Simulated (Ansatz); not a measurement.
Tuning the range parameter of LC-ωPBE so that −HOMO meets the ionisation energy; basis def2-TZVP, Ansatz. System: GeH3(NHMe) (CH₇GeN). Total charge 0; singlet. Geometry: PBE0-D4/def2-SVP. The ionised state is a doublet.

Geometry of the singlet:

```xyz
10

Ge    1.416   -0.276   -0.090
H     2.391    0.104   -1.218
H     1.837    0.347    1.254
H     1.401   -1.819    0.073
N    -0.211    0.442   -0.538
C    -1.356    0.240    0.319
H    -0.441    0.348   -1.522
H    -1.766   -0.791    0.326
H    -1.093    0.487    1.361
H    -2.178    0.919    0.036
```

| ω (1/bohr) | HOMO (eV) | LUMO (eV) | vertical IE (eV) | HOMO + IE (eV) |
| --- | --- | --- | --- | --- |
| 0.1 | -6.69 | 1.13 | 8.63 | 1.95 |
| 0.15 | -7.31 | 1.64 | 8.68 | 1.37 |
| 0.2 | -7.85 | 2.02 | 8.73 | 0.88 |
| 0.3 | -8.71 | 2.48 | 8.84 | 0.13 |

Where does the tuning condition hold?

Not within the range that was run.
